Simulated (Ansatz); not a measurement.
`CC[Si](Cl)(Cl)Cl` → `C[Si](Cl)(Cl)Cl` + `[CH2]` (triplet)  (formal loss of a carbene)

Calculated with Ansatz (gas phase, PBE0-D4/def2-TZVP geometries, no zero-point term in ΔE). CCSD(T)/CBS is the MP2 limit (def2-TZVPP, def2-QZVPP) plus CCSD(T) − MP2 in def2-TZVPP, frozen cores. This one scheme is used for every species. Functionals use def2-TZVPP. Triplets are unrestricted, without spin–orbit coupling. Each species was taken in one conformer, which may not be the lowest.

`CC[Si](Cl)(Cl)Cl`:

```xyz
11

C    -0.559    1.176   -0.678
C    -0.685   -0.015    0.265
Si    0.863   -1.013    0.442
Cl    1.448   -1.768   -1.362
Cl    0.566   -2.571    1.724
Cl    2.385    0.135    1.169
H    -1.501    1.725   -0.737
H    -0.296    0.857   -1.689
H     0.211    1.873   -0.339
H    -1.467   -0.705   -0.069
H    -0.966    0.307    1.274
```

`C[Si](Cl)(Cl)Cl`:

Cartesian coordinates in Å:
```
C 0.767 -0.445 -0.563
Si -0.577 0.335 0.424
Cl -0.043 0.465 2.388
Cl -0.972 2.215 -0.257
Cl -2.291 -0.763 0.299
H 1.678 0.152 -0.489
H 0.969 -1.450 -0.189
H 0.469 -0.509 -1.612
```

`[CH2]` (triplet):

Cartesian coordinates in Å:
```
C 0.135 0.210 0.119
H 0.765 -0.367 -0.541
H -0.899 0.157 0.422
```

```json
{"level": "r2SCANh-D4", "ΔE (kJ/mol)": "402.0"}
{"level": "CAM-B3LYP-D4", "ΔE (kJ/mol)": "424.4"}
{"level": "r2SCAN0", "ΔE (kJ/mol)": "397.3"}
{"level": "HF/def2-TZVPP", "ΔE (kJ/mol)": "277.5"}
```

Q: What does CCSD(T)/CBS give? (Best estimate.)

A: Ansatz gave: +428.2 kJ/mol. The listed levels differ from it by -26.2, -3.8, -30.9, -150.7 kJ/mol.

Largest T1 diagnostic among the species: 0.011.

Leaving LDA and LC-ωPBE aside and taking each functional with its dispersion term where it has one, the values, not all of them listed here, spread over 38.2 kJ/mol, from r2SCAN0-D4 to ωB97X-V. LDA lies +74.6 kJ/mol from PBE without D4. At CCSD(T), def2-SVP lies −12.4 kJ/mol from the extrapolated value and def2-TZVPP −11.0 kJ/mol.

CCSD(T)/CBS has its own doubt, a few kJ/mol and more with outer-core shells, so smaller differences from it don't rank the levels.
